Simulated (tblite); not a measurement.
Run record: tight-binding relaxation, `CB(C)[CH2][GeH2][SH]`.

Computed with GFN2-xTB geometry optimisation, gas phase (tblite 0.8.0). Start geometry: from a force field or distance geometry. A driver script takes a list of jobs; this job's settings line and coordinates (Å) are shown.

Command:
```bash
OMP_NUM_THREADS=1 python probes_run.py task.json out
```

Input:
```
{"job": {"kind": "relax", "xc": "GFN2-xTB", "basis": "xTB"}, "charge": 0, "multiplicity": 1}
C     -0.805500    -1.132500     1.133800
B     -0.840600     0.015600     0.016900
C     -2.169000     0.524700    -0.647400
C      0.449600     0.081000    -0.924700
Ge     1.856700     1.044400    -0.028300
S      3.165100    -0.220300     1.210300
H     -1.695200    -1.776900     1.100500
H      0.092700    -1.769400     0.975600
H     -0.713000    -0.693300     2.152700
H     -1.898400     1.486500    -1.147400
H     -2.989800     0.698800     0.071600
H     -2.430200    -0.209500    -1.436800
H      0.693000    -0.972900    -1.149800
H      0.200400     0.604500    -1.867800
H      1.191300     2.090800     0.915300
H      2.665700     1.788200    -1.123000
H      3.220400    -1.547500     0.738500
```

Output:
```
step      E/eV     max force
  0    -501.23393    1.870
  1    -501.41222    1.346
  2    -501.57263    0.741
  3    -501.61337    0.682
  4    -501.68721    0.565
  5    -501.72192    0.522
  6    -501.77266    0.470
  7    -501.79999    0.344
  8    -501.81885    0.287
  9    -501.82950    0.252
... (145 lines left out)
155    -501.98350    0.037
156    -501.98362    0.031
157    -501.98375    0.023
158    -501.98388    0.025
159    -501.98398    0.026
160    -501.98405    0.020
161    -501.98411    0.017
162    -501.98415    0.012
163    -501.98417    0.010
164    -501.98418    0.009
```

«max force» is the largest atomic force in eV/Å.

From which step on does the largest force stay under 0.1 eV/Å, and how much energy is left to gain from there?

From step 131 (0.038 eV/Å), 3.3 meV above the end.

Main results: energy lowered by 17.3 kcal/mol over 164 steps; largest atomic force 0.009 eV/Å at the end.

Give the final coordinates.

0.662 Å rms from the input after alignment:
```
atom  x, y, z in Å
C1    -0.8087   -1.5039    0.8599
B2    -0.7795   -0.3425   -0.2027
C3    -1.9671    0.6873   -0.3049
C4     0.4813   -0.1464   -1.1113
Ge5    1.7364    1.1347   -0.2351
S6     2.4325    0.4180    1.7376
H7    -1.8074   -1.7582    1.2064
H8    -0.3218   -2.4186    0.5260
H9    -0.2524   -1.1645    1.7371
H10   -1.6587    1.6572   -0.6943
H11   -2.4761    0.8467    0.6433
H12   -2.7198    0.3009   -0.9933
H13    1.0512   -1.0600   -1.2935
H14    0.2496    0.3012   -2.0776
H15    1.1431    2.4977    0.0279
H16    2.9543    1.3554   -1.1249
H17    2.7361   -0.7931    1.2894
```

How long does this job take on Arm Neoverse N1, one thread, on a shared host?

About 1.9 s.
Labels such as C1 count atoms from 1, the log's own numbers from 0.
